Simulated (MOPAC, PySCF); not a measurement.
Species: C₂H₇GeO (charge 0, doublet). SMILES: [CH2]C[O][GeH3]
Coordinates optimised at B3LYP-D3(BJ)/def2-TZVP (Ansatz):
```
O
C 1 1.4192
H 2 1.1027 1 110.83
H 2 1.1073 3 105.56 1 -119.19
C 2 1.4772 3 110.06 4 -118.79
H 5 1.0799 2 119.68 3 -141.38
H 5 1.0809 6 119.76 2 173.49
Ge 1 1.7906 2 118.70 3 -61.33
H 8 1.5314 1 104.57 2 -179.63
H 8 1.5427 9 112.13 1 117.96
H 8 1.5427 9 112.19 10 124.12
```
Charge 0, spin multiplicity 2.

Unscaled harmonic wavenumbers (cm⁻¹) in rising order, each level at the stationary point that it reaches from this structure (no distance between atoms moves by over 0.3 Å); the order of modes can differ between levels, and a negative number is imaginary. B3LYP-D3(BJ)/def2-TZVP (PySCF, at the structure above): 52, 105, 125, 178, 348, 443, 617, 622, 695, 843, 863, 879, 908, 971, 1110, 1116, 1239, 1401, 1445, 1484, 2117, 2119, 2178, 2864, 2924, 3156, 3267.

AM1 (MOPAC): 60, 77, 186, 202, 388, 521, 530, 642, 661, 668, 676, 793, 930, 991, 1219, 1247, 1352, 1384, 1395, 1472, 1910, 1928, 1934, 2954, 3025, 3235, 3239. Zero-point energy 48.1 against 48.7 kcal/mol; where all levels lie over 400 cm⁻¹, the wavenumbers are on average 0.981 times those of B3LYP-D3(BJ)/def2-TZVP.

PM3 (MOPAC): 65, 74, 192, 220, 398, 537, 538, 620, 714, 730, 738, 826, 829, 963, 1031, 1104, 1176, 1297, 1347, 1438, 1905, 1913, 1994, 2860, 2923, 3146, 3189. Zero-point energy 46.8 against 48.7 kcal/mol; where all levels lie over 400 cm⁻¹, the wavenumbers are on average 0.957 times those of B3LYP-D3(BJ)/def2-TZVP.
